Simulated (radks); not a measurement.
Excited configurations of Gd II: one electron is placed in a higher orbital outside [Xe] 4f7 5d1. The ground configuration is [Xe] 4f7 5d1 6s1. All-electron calculation, scalar-relativistic Kohn-Sham, PBE, spin-polarised, spherical densities, point nucleus; open shells are filled with parallel spins first (spin-orbit coupling, left out, can overturn this in heavy ions). Program: a radial shooting solver on a logarithmic mesh with Libxc functionals. Excitation = E - E(ground); binding = E(ion) - E, where the ion is the core of charge +2; n* = 2/sqrt(2 binding) in atomic units, and the quantum defect is n - n*.

outer orbital  excitation (eV)  binding (eV)     n*  quantum defect  <r> (bohr)
5f                       8.871         3.679  3.846           1.154       8.313
6p                       3.720         8.831  2.483           3.517       4.522
6d                       7.510         5.040  3.286           2.714       7.111
6f                      10.026         2.524  4.643           1.357       14.12
7s                       6.746         5.805  3.062           3.938       7.457
7p                       7.913         4.637  3.426           3.574       8.929
7d                       9.442         3.109  4.184           2.816       12.61
7f                      10.744         1.807  5.488           1.512       21.24

The Delta-SCF ionisation energy is 12.551 eV (NIST Atomic Spectra Database: 12.08 eV, semi-empirical). Self-interaction in the functional shifts the binding energies and quantum defects, so they are the method's values and not measured ones. Open shells are spherical and high-spin; term and fine-structure splittings are not resolved. Spin-orbit splitting is averaged out at the scalar-relativistic level.
